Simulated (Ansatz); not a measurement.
Basis-set extrapolation for `O[C]1=[N][Al]1[OH]` (PBE0-D4/def2-TZVP geometry, frozen core, Ansatz). Multiplicity 1, RHF reference.

|  | def2-TZVPP | def2-QZVPP |
| --- | --- | --- |
| HF | -485.247905 | -485.266295 |
| MP2 correlation | -0.893848 | -0.962507 |
| CCSD(T) correlation | -0.939025 | not run |

Energies in hartree. Use E(X) = E(∞) + A·exp(−7.88·√X) for Hartree–Fock and E(X) = E(∞) + B·X^(−2.97) for correlation, with X = 3 and 4, and add CCSD(T) minus MP2 of the smaller set to the MP2 limit.

Question: What is the CCSD(T) energy at the basis-set limit?

Answer: HF limit: -485.266295 + (-0.018390) × 0.13774 = -485.26883. MP2 limit: -0.962507 + (-0.068659) × 0.74074 = -1.01337. Higher-order term: -0.939025 − (-0.893848) = -0.04518. Total: -486.32738 hartree, 3.82 eV below CCSD(T)/def2-TZVPP.
